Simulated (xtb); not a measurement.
C$_{2}$H$_{6}$Se, triplet, at the geometry of the source list (a higher spin typed on purpose: for a closed-shell molecule this is an excited state); GFN0-xTB run with xtb 6.7.1.

xtb was given this input:
```
$ xtb mol.xyz --gfn 0 --uhf 2 --etemp 5000 --json

# file mol.xyz
9

C      1.45580000    -0.05290000     0.03390000
Se     0.05090000     0.47070000    -1.21420000
C     -1.45680000     0.05700000    -0.04690000
H      1.40210000    -1.12550000     0.21030000
H      2.41140000     0.20450000    -0.41870000
H      1.32730000     0.49560000     0.96530000
H     -1.37990000    -0.97770000     0.27740000
H     -2.36800000     0.20320000    -0.61720000
H     -1.44300000     0.72510000     0.81010000
```

Predict the main parts of the log of this xtb run.


```
   ID    Z sym.   atoms
    1    6 C      1, 3
    2   34 Se     2
    3    1 H      4-9

           -------------------------------------------------
          |                Calculation Setup                |
           -------------------------------------------------

           -------------------------------------------------
          |                 G F N 0 - x T B                 |
           -------------------------------------------------

          ...................................................
          :                      SETUP                      :
          :.................................................:
          :  # basis functions                  30          :
          :  # atomic orbitals                  29          :
          :  # shells                           19          :
          :  # electrons                        20          :
          :  electronic temp.         5000.0000000     K    :
          :  accuracy                    1.0000000          :
          :  -> integral cutoff          0.2500000E+02      :
          :  -> integral neglect         0.1000000E-07      :
          ...................................................

         :::::::::::::::::::::::::::::::::::::::::::::::::::::
         ::                     SUMMARY                     ::
         :::::::::::::::::::::::::::::::::::::::::::::::::::::
         :: total energy             -10.686115476322 Eh    ::
         :: gradient norm              0.100183552976 Eh/a0 ::
         :: HOMO-LUMO gap              1.488078392207 eV    ::
         ::.................................................::
         :: H0 energy                -10.796010885546 Eh    ::
         :: repulsion energy           0.127976461089 Eh    ::
         :: electrostat energy        -0.016381327204 Eh    ::
         :: -> Gsolv                   0.000000000000 Eh    ::
         ::    -> Gsasa                0.000000000000 Eh    ::
         ::    -> Gshift               0.000000000000 Eh    ::
         :: dispersion energy         -0.001699724660 Eh    ::
         :: short-range corr.          0.000000000000 Eh    ::
         :: add. restraining           0.000000000000 Eh    ::
         :: total charge               0.000000000000 e     ::
         :::::::::::::::::::::::::::::::::::::::::::::::::::::

           -------------------------------------------------
          |                Property Printout                |
           -------------------------------------------------

    * Orbital Energies and Occupations

         #    Occupation            Energy/Eh            Energy/eV
      -------------------------------------------------------------
         1        2.0000           -0.7653984             -20.8276
         2        2.0000           -0.6186289             -16.8338
         3        2.0000           -0.6157779             -16.7562
         4        1.9991           -0.5371394             -14.6163
         5        1.9990           -0.5359781             -14.5847
         6        1.9984           -0.5284859             -14.3808
         7        1.9982           -0.5265809             -14.3290
         8        1.9689           -0.4808893             -13.0857
         9        1.8920           -0.4598738             -12.5138
        10        1.1444           -0.3982833             -10.8378
        11        0.8453           -0.2500552              -6.8043 (HOMO)
        12        0.1474           -0.1953693              -5.3163 (LUMO)
        13        0.0051           -0.1395863              -3.7983
        14        0.0010           -0.1136383              -3.0923
        15        0.0006           -0.1052985              -2.8653
        16        0.0004           -0.0980662              -2.6685
        17        0.0002           -0.0859231              -2.3381
        18        0.0001           -0.0802331              -2.1833
        19        0.0000            0.0026855               0.0731
        20        0.0000            0.0200961               0.5468
        21        0.0000            0.0212618               0.5786
        22                          0.1889565               5.1418
       ...                                ...                  ...
        29                          0.4982178              13.5572
      -------------------------------------------------------------
                  HL-Gap            0.0546859 Eh            1.4881 eV
             Fermi-level            0.0000000 Eh            0.0000 eV

     #   Z          covCN         q      C6AA      α(0)
     1   6 C        3.742    -0.249    28.605     7.721
     2  34 Se       1.937    -0.188   233.928    26.723
     3   6 C        3.743    -0.250    28.649     7.727
     4   1 H        0.925     0.112     1.678     2.026
     5   1 H        0.925     0.119     1.622     1.991
     6   1 H        0.925     0.112     1.682     2.028
     7   1 H        0.925     0.112     1.677     2.025
     8   1 H        0.925     0.120     1.616     1.988
     9   1 H        0.925     0.113     1.675     2.024

 Mol. C6AA /au·bohr⁶  :       1130.183599
 Mol. C8AA /au·bohr⁸  :      45270.153805
 Mol. α(0) /au        :         54.253710

Wiberg/Mayer (AO) data.
largest (>0.10) Wiberg bond orders for each atom

 ---------------------------------------------------------------------------
     #   Z sym  total        # sym  WBO       # sym  WBO       # sym  WBO
 ---------------------------------------------------------------------------
     1   6 C    3.817 --     5 H    0.977     6 H    0.965     4 H    0.964
                             2 Se   0.850
     2  34 Se   1.828 --     1 C    0.850     3 C    0.849
     3   6 C    3.817 --     8 H    0.977     7 H    0.965     9 H    0.964
                             2 Se   0.849
     4   1 H    0.980 --     1 C    0.964
     5   1 H    1.011 --     1 C    0.977
     6   1 H    0.978 --     1 C    0.965
     7   1 H    0.978 --     3 C    0.965
     8   1 H    1.011 --     3 C    0.977
     9   1 H    0.980 --     3 C    0.964
 ---------------------------------------------------------------------------

Topologies differ in total number of bonds
Writing topology from bond orders to xtbtopo.mol

 dipole moment from electron density (au)
     X       Y       Z
  -0.0264  -0.2385   0.6151  total (Debye):    1.678

           -------------------------------------------------
          | TOTAL ENERGY              -10.686115476322 Eh   |
          | GRADIENT NORM               0.100183552976 Eh/α |
          | HOMO-LUMO GAP               1.488078392207 eV   |
           -------------------------------------------------

normal termination of xtb
```
